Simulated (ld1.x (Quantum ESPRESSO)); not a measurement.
Building the TM semilocal potential for Ga (Z = 31) (PBE, scalar-relativistic).

* Element: gallium
* Generator: ld1.x (Quantum ESPRESSO) 7.5
* Type: norm-conserving Troullier–Martins (semilocal form)
* Functional: PBE
* Relativity: scalar-relativistic
* Frozen core: [Ar] 3d10
* Valence charge: 3
* Reference configuration: 4s2 4p1
* Partial waves: 4s (bound): rc 1.30 bohr; 4d channel at 0.05 Ry: rc 2.05 bohr; 4p (bound): rc 2.20 bohr
* Local potential: the p channel
* Core correction: a·sin(br)/r model core inside 0.80 bohr

All-electron outer shells of the reference configuration (PBE, scalar-relativistic, ld1.x):

```json
{"shell": "3p", "level (eV)": "-98.86", "outermost node (bohr)": "0.24", "outermost maximum (bohr)": "0.56"}
{"shell": "3d", "level (eV)": "-19.15", "outermost node (bohr)": "–", "outermost maximum (bohr)": "0.53"}
{"shell": "4s", "level (eV)": "-8.95", "outermost node (bohr)": "0.81", "outermost maximum (bohr)": "1.90"}
{"shell": "4p", "level (eV)": "-2.58", "outermost node (bohr)": "0.87", "outermost maximum (bohr)": "2.53"}
```

Estimate the cutoffs (Ry, on a coarse ladder) from which the occupation-weighted sum of valence levels, in a spherical-Bessel basis at the reference potential, stays within 10 and 1 mRy of its value at 400 Ry.

45 Ry and 140 Ry.

Which valence shell sets the plane-wave cutoff?

4s: its level needs 90 Ry to come within 1 mRy, against 15 Ry for 4p.

Tests: 4s2 4p0; 4s1 4p0; 4s2 4p0.5; 4s0 4p3; 4s2 4p1.3; 4s1 4p2; 4s1 4p1. Which has the largest error in its energy relative to the reference configuration, and how large is it?

4s1 4p0, with -175 meV (all-electron minus pseudo) on +26.82 eV.
